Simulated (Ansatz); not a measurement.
Geometry optimisation, RKS B3LYP-D4/def2-SVP (Ansatz 0.2.0).

input.yaml

```yaml
crystal:
  periodic: [false, false, false]
  atoms:
    - { symbol: "N", position_ang: [-2.4493, 0.3597, 0.6249] }
    - { symbol: Si, position_ang: [-0.9418, 0.5916, 1.2015] }
    - { symbol: "N", position_ang: [-0.186, -0.5019, 0.1772] }
    - { symbol: C, position_ang: [1.3182, -0.4231, -0.1876] }
    - { symbol: O, position_ang: [1.5907, -1.7021, -0.7164] }
    - { symbol: C, position_ang: [1.4746, 0.7218, -1.1864] }
    - { symbol: S, position_ang: [1.2862, 0.5385, -2.8397] }
    - { symbol: H, position_ang: [-2.84786, 1.30192, 0.40186] }
    - { symbol: H, position_ang: [-3.03073, -0.10536, 1.25122] }
    - { symbol: H, position_ang: [-0.433, 1.9478, 0.9363] }
    - { symbol: H, position_ang: [-0.8444, 0.1221, 2.6109] }
    - { symbol: H, position_ang: [-0.257, -1.4171, 0.6201] }
    - { symbol: H, position_ang: [1.8398, -0.2278, 0.6689] }
    - { symbol: H, position_ang: [1.039, -1.7675, -1.4993] }
    - { symbol: H, position_ang: [1.7459, 1.6628, -0.7357] }
basis:
  gaussian: { orbitals: def2-SVP }
hamiltonian:
  xc: b3lyp
  dispersion: d4
relax:
  f_tol: 0.015
  max_steps: 40
output:
  orbitals: {}
```

Command:

```bash
$ ansatz run input.yaml --threads 2 --pin off --max-ram 3072MiB --backend cpu --events-out ev --progress --plain --runs-dir out
```

Question: Where does it end, and by what steps?

Answer: The forces met the threshold. The force dipped under the threshold on the way, but the program's further checks kept it going. After 34 steps the energy has fallen by 1.758 eV; H12 moved furthest, 1.52 Å.

```
step  energy less start (eV)  largest force component (eV/Å)  accepted
   0                  0.0000                           4.121       yes
   2                 -1.2117                           1.601       yes
   4                 -1.3864                           0.441       yes
   6                 -1.4518                           1.038       yes
   8                 -1.5334                           0.655       yes
  10                 -1.5333                           0.590        no
  12                 -1.5644                           0.190       yes
  14                 -1.5956                           0.726       yes
  16                 -1.6339                           0.378       yes
  18                 -1.6488                           0.771        no
  20                 -1.7035                           0.210       yes
  22                 -1.7251                           0.471       yes
  24                 -1.7491                           0.109       yes
  26                 -1.7513                           0.297        no
  28                 -1.7572                           0.080       yes
  30                 -1.7581                           0.022       yes
  32                 -1.7582                           0.025       yes
  34                 -1.7583                           0.005       yes
```

```xyz
15
Properties=species:S:1:pos:R:3
N -2.564 0.745 1.199
Si -0.958 0.190 1.489
N -0.218 -0.137 -0.060
C 1.204 -0.081 -0.324
O 1.907 -1.246 -0.029
C 1.335 0.349 -1.773
S 1.876 -0.610 -2.965
H -2.762 1.575 0.650
H -3.311 0.536 1.852
H 0.006 1.145 2.118
H -1.137 -0.979 2.402
H -0.707 -0.775 -0.685
H 1.612 0.734 0.305
H 2.070 -1.705 -0.876
H 0.953 1.361 -1.975
```

Whether the end is a true minimum wasn't checked by a vibrational analysis.

The run took 3.3 min on 2 threads of Arm Neoverse V2 (shared host), peak memory 0.44 GiB.
